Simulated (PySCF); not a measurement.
# What a mistake does to a calculation on B3H5O

Calculated results; nothing here was measured. They come from PySCF 2.14.0, an open-source quantum chemistry program, on an isolated molecule that a program drew, which may never have been made. The molecule is B3H5O (charge 0, singlet), drawn as the SMILES string `BBBO`.

Each row is a Hartree-Fock (HF) and frozen-core CCSD(T) single point in the cc-pVDZ basis, meant for a local HF minimum. Run 1 is clean. Each other run has one planted mistake out of seven kinds, and not every kind appears here: one electron removed, one electron added, multiplicity raised by two, geometry at a saddle point, minimal basis STO-3G, one bond length entered in bohr, all coordinates scaled. The reference is restricted for singlets and unrestricted otherwise, and also for a bond in bohr. Adding or removing an electron swaps singlet and doublet. Electrons count all cores. HOMO and LUMO are orbital energies over both spins, the gradient is its largest component, and the lowest frequency (negative if imaginary) is given only where the gradient is small. Bond lengths are over the 8 bonds as drawn. T1 is the CCSD diagnostic: over 0.02 (restricted) or 0.045 (unrestricted) a single reference is doubtful.

Geometry of the clean run:
```xyz
9
B3H5O, angstrom
B     0.5397    1.7545    2.3339
B    -0.0095    1.8437    0.7554
B    -0.7573    0.5887   -0.1339
O    -2.0833    0.3191   -0.2056
H    -0.1602    2.0872    3.2567
H     1.6443    1.3627    2.6063
H     0.1840    2.8865    0.1722
H    -0.0569   -0.1494   -0.7854
H    -2.6365    0.8929    0.3012
```

| run | electrons | basis functions | <S^2> | HOMO (eV) | LUMO (eV) | gradient (hartree/bohr) | lowest frequency (cm^-1) | mean bond (Å) | longest bond (Å) | T1 | HF (hartree) | CCSD(T) (hartree) | mistake |
|---|---|---|---|---|---|---|---|---|---|---|---|---|---|
| 1 | 28 | 81 | 0.000 | -10.78 | 1.98 | 2.1e-05 | 113 | 1.3138 | 1.710 | 0.0160 | -151.81907 | -152.30830 | no fault |
| 2 | 28 | 81 | 0.713 | -9.57 | 0.86 | 1.7e-02 | - | 1.4484 | 2.287 | 0.0542 | -151.71136 | -152.19779 | one bond length entered in bohr |
| 3 | 28 | 81 | 0.000 | -10.58 | 0.22 | 5.3e-05 | -441 | 1.3303 | 1.765 | 0.0143 | -151.79248 | -152.27922 | geometry at a saddle point |
| 4 | 28 | 81 | 2.037 | -7.01 | -1.00 | 5.3e-02 | - | 1.3138 | 1.710 | 0.0269 | -151.68451 | -152.17428 | multiplicity raised by two |
| 5 | 28 | 25 | 0.000 | -8.97 | 6.71 | 4.7e-02 | - | 1.3138 | 1.710 | 0.0186 | -149.85029 | -150.04272 | minimal basis STO-3G |
| 6 | 29 | 81 | 0.760 | 0.19 | 7.46 | 2.6e-02 | - | 1.3138 | 1.710 | 0.0273 | -151.77664 | -152.28891 | ? |

**Which mistake was planted in run 6, and what did it cost?**

It counts 29 electrons, one more than the clean run, at the same geometry and basis. So the mistake is: one electron added. Subtracting run 1 and multiplying by 627.51 kcal/mol a hartree, the energy moved by 26.6 kcal/mol in HF and 12.2 kcal/mol in CCSD(T).

Cautions from the logs. Run 2: T1 is over the limit, so its CCSD(T) energy is less reliable; run 6: the HOMO is above zero, so the electron isn't bound and the energy depends on the basis.
